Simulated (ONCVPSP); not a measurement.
# Pseudopotential generation for Be (Z = 4): ONCV, LDA (Perdew-Zunger), scalar-relativistic.

| Item | Value |
| --- | --- |
| Element | Be |
| Generator | ONCVPSP 4.0.1 |
| Type | optimised norm-conserving Vanderbilt (ONCV) |
| Functional | LDA (Perdew-Zunger) |
| Relativity | scalar-relativistic |
| Frozen core | none |
| Valence charge | 4 |
| Reference configuration | 1s2 2s2 |
| Partial waves | 1s+2s: rc 0.90 bohr, ncon 3, nbas 6, qcut 11.9 1/bohr, 2 projectors; p scattering state at 0.11 Ha: rc 0.75 bohr, ncon 5, nbas 9, qcut 10.3 1/bohr, 2 projectors, debl 4 Ha; d scattering state at 0.3 Ha: rc 0.85 bohr, ncon 3, nbas 6, qcut 9.7 1/bohr, 3 projectors, debl 3.2 Ha |
| Local potential | polynomial inside 0.65 bohr (lpopt 4, dvloc0 0 Ha) |
| Core correction | none |

In the d channel the program set the typed energies aside and used 3.500, 6.700 Ha.

All-electron outer shells of the reference configuration (LDA (Perdew-Zunger), scalar-relativistic, ld1.x):

```json
{"shell": "1s", "level (eV)": "-104.93", "outermost node (bohr)": "–", "outermost maximum (bohr)": "0.27"}
{"shell": "2s", "level (eV)": "-5.61", "outermost node (bohr)": "0.60", "outermost maximum (bohr)": "2.04"}
```

Calculated quality:

| Item | Value |
| --- | --- |
| Cutoffs needed | 57 Ha and 66 Ha (the cutoffs (Ha) at which the residual kinetic energy of the hardest occupied pseudo-wave falls to 1 and 0.1 mHa per electron) |
| Ghost test | no bound ghost flagged; GHOST(+) flagged for d at 5.8 eV |
| Largest excitation error | +6.1 meV (all-electron minus pseudo) for 1s2 2s0 2p1, out of 4 test configurations |

Generation and tests took about 3.4 s on one core of a shared server CPU.
